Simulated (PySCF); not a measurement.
Dipole moment and polarisability of `CC(=S)C=C(C)C`

Compound: C₆H₁₀S.
Geometry (GFN2-xTB, Å), atoms numbered from 1 in this order:
```xyz
17
C6H10S angstrom
C      2.7922    0.0718    0.4425
C      1.3933    0.5961    0.3391
S      1.1265    2.2000    0.5872
C      0.3903   -0.3697    0.0214
C     -0.9380   -0.1874   -0.1519
C     -1.6280    1.1235   -0.0309
C     -1.8141   -1.3474   -0.4924
H      3.4821    0.8702    0.7029
H      2.8466   -0.7105    1.2002
H      3.0979   -0.3674   -0.5077
H      0.7700   -1.3789   -0.0964
H     -2.6884    1.0308   -0.2508
H     -1.1787    1.8528   -0.7048
H     -1.5014    1.5277    0.9738
H     -2.3010   -1.1700   -1.4514
H     -2.5995   -1.4506    0.2562
H     -1.2568   -2.2790   -0.5482
```

Level: PBE0/def2-SVPD (PySCF), static field, nuclei fixed, core orbitals frozen in the response. The polarisability tensor in these axes (au):

```
x   122.28  12.83  10.72
y    12.83 110.41   9.97
z    10.72   9.97  69.34
```

**Question.** Diagonalise the tensor; give its mean and Δα, where Δα² is half the sum of the squared differences of the eigenvalues.

**Answer.** Principal values 65.94, 102.38 and 133.71 au; mean 100.68 au = 14.92 Å³ = 16.60 × 10⁻⁴⁰ C²·m²/J; Δα = 58.75 au (58 % of the mean).

**Question.** What is the dipole moment, and where does it point?

**Answer.** (-1.43, -3.09, -0.78) D, 3.49 D in size, pointing from the negative to the positive side. Measured along this direction, the outermost atoms are S3 at the negative end and H17 at the positive end.

**Question.** Sum over states: ᾱ = Σ f/ω², ω in Eh. What share falls to these 6 lowest TDDFT singlets (eV, f)? 2.13, 0.0002; 4.43, 0.3267; 5.35, 0.0000; 5.47, 0.0429; 5.86, 0.0680; 5.92, 0.0018.

**Answer.** They add up to 14.93 au, 14.8 % of the 100.68 au; the largest single term is 12.33 au, from the state at 4.43 eV. Terms in order: 0.03, 12.33, 0.00, 1.06, 1.47, 0.04 au. Higher excitations give the rest. The strengths listed sum to 0.440.

**Question.** Find the Langevin capture rate constant for NH4+ (18.034 u) meeting this molecule (114.050 u), k = 2.342 × 10⁻⁹ cm³/s × √(α in Å³ / reduced mass in u).

**Answer.** The reduced mass is 15.57 u, so k = 2.29 × 10⁻⁹ cm³/s. The formula leaves out the permanent dipole, which adds to the capture rate.

**Question.** Along which axes do the principal values lie, and how far do the nuclei extend along each?

**Answer.** Largest value along (0.81, 0.54, 0.22), where the nuclei span 6.29 Å; middle along (-0.57, 0.82, 0.06), 4.47 Å; least along (-0.15, -0.18, 0.97), 1.78 Å. The response follows the extents in order.

**Question.** What would n − 1 = 2πNα be for an ideal gas of these molecules at 273.15 K and 1 atm, electronic part alone?

**Answer.** N = p/kT = 2.6868 × 10¹⁹ cm⁻³, so n − 1 = 2π × N × 14.92 × 10⁻²⁴ cm³ = 2519 × 10⁻⁶ at long wavelengths.

**Question.** Orientational against electronic polarisability at 500 K (dilute gas, rigid molecules)?

**Answer.** In Gaussian units μ²/3kT = 58.91 Å³ against 14.92 Å³, a ratio of 3.95; the Debye molar polarisation (4π/3)N_A(α + μ²/3kT) is 186.2 cm³/mol, leaving out the vibrational part.

Geometry: GFN2-xTB, one conformer, isolated molecule.

These values come from a run that also computed excited states. Hardware: an Intel Xeon Platinum 8259CL at 2.50 GHz with one thread (shared host). Cost: 41 s wall, 0.93 GiB resident at most.
